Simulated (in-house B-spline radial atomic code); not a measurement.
Inner levels of bromine as electrons are removed. A shift is the extra binding of the orbital against the neutral atom ([Ar] 3d10 4s2 4p5). The density at the nucleus is averaged over the nuclear charge. Computed with a B-spline radial code for spherical atoms: Dirac-Hartree-Fock, average of the configuration, finite nuclei.

| ion | configuration | shift of 2p1/2 (eV) | shift of 3p1/2 (eV) | shift of 1s1/2 (eV) | radius of 2p1/2 (bohr) | radius of 3p1/2 (bohr) | radius of 1s1/2 (bohr) | Σ<r²> (bohr²) | change of density at nucleus (bohr⁻³) |
| --- | --- | --- | --- | --- | --- | --- | --- | --- | --- |
| Br15+ | [Ar] 3d2 | 504.72 | 423.64 | 503.62 | 0.1617 | 0.49456 | 0.042739 | 3.0833 | 111.09 |
| Br16+ | [Ar] 3d1 | ? | ? | ? | ? | ? | ? | ? | ? |
| Br17+ | [Ne] 3s2 3p6 | ? | ? | ? | ? | ? | ? | ? | ? |
| Br18+ | [Ne] 3s2 3p5 | 686.83 | 563.08 | 692.86 | 0.16121 | 0.47462 | 0.042737 | 2.1388 | 206.34 |
| Br19+ | [Ne] 3s2 3p4 | 748.64 | 610.92 | 761.78 | 0.16095 | 0.46881 | 0.042731 | 1.8371 | 243.51 |
| Br20+ | [Ne] 3s2 3p3 | 811.88 | 659.67 | 832.55 | 0.16066 | 0.46315 | 0.042724 | 1.5497 | 282.01 |

Question: Fill in the row of Br16+.

Answer: shift of 2p1/2 (eV): 564.46; shift of 3p1/2 (eV): 469.24; shift of 1s1/2 (eV): 563.5; radius of 2p1/2 (bohr): 0.16147; radius of 3p1/2 (bohr): 0.48764; radius of 1s1/2 (bohr): 0.042741; Σ<r²> (bohr²): 2.7569; change of density at nucleus (bohr⁻³): 139.93.

Question: Fill in the row of Br17+.

Answer: shift of 2p1/2 (eV): 626.46; shift of 3p1/2 (eV): 516.14; shift of 1s1/2 (eV): 625.8; radius of 2p1/2 (bohr): 0.16122; radius of 3p1/2 (bohr): 0.48084; radius of 1s1/2 (bohr): 0.042743; Σ<r²> (bohr²): 2.4558; change of density at nucleus (bohr⁻³): 170.51.
